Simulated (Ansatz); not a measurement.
Total energies of CdH2O2 (`[OH][Cd][OH]`).

| atom | x (Å) | y (Å) | z (Å) |
| --- | --- | --- | --- |
| O1 | -1.585 | -1.089 | 0.443 |
| Cd2 | -0.123 | 0.127 | -0.020 |
| O3 | 1.217 | 1.470 | -0.501 |
| H4 | -1.500 | -1.943 | 0.013 |
| H5 | 1.991 | 1.434 | 0.066 |

The species carries charge 0 and has multiplicity 1. Correlated methods include outer-core shells of Cd, which these sets cover unevenly. Cd takes the def2 core potential. All single points use the PBE0-D4/def2-TZVP geometry. It is one conformer, not always the lowest. Basis def2-TZVPP, the Gaussian-basis code of Ansatz.

RPA on PBE orbitals: Hartree–Fock energy of these orbitals -317.76552 Eh, correlation -1.69595 Eh (frozen core).

| functional | energy without D4 (Eh) | D4 term (kJ/mol) |
| --- | --- | --- |
| PBE | -319.34298 | -5.9 |
| LC-ωPBE | -319.42893 | – |

(1) Give the same for LDA (SPW92), revPBE, BLYP, r2SCAN, B97M-V, PBE0, B3LYP, r2SCANh, r2SCAN0, HSE06 (plane-wave form), BHLYP, CAM-B3LYP, ωB97X-V, ωB97M-V, B2PLYP, PBE-QIDH. (Best estimate.)

B3LYP takes the VWN-RPA correlation (the form of Gaussian; ORCA's B3LYP/G). HSE06 is the plane-wave form, built on full-range PBE exchange. The double hybrids freeze the cores in their second-order part.

Results:

(1) The calculation gave: 
```tsv
functional	energy without D4 (Eh)	D4 term (kJ/mol)
LDA (SPW92)	-318.12274	–
revPBE	-319.49911	-17.7
BLYP	-319.43721	-13.1
r2SCAN	-319.47892	-1.3
B97M-V	-319.43891	–
PBE0	-319.32354	-4.9
B3LYP	-319.55234	-9.7
r2SCANh	-319.45138	-1.4
r2SCAN0	-319.41159	-1.6
HSE06 (plane-wave form)	-319.31595	-4.6
BHLYP	-319.32041	-7.8
CAM-B3LYP	-319.41644	-5.0
ωB97X-V	-319.41025	–
ωB97M-V	-319.38352	–
B2PLYP	-319.31818	–
PBE-QIDH	-319.25853	–
```

LC-ωPBE has ω = 0.4 bohr⁻¹.
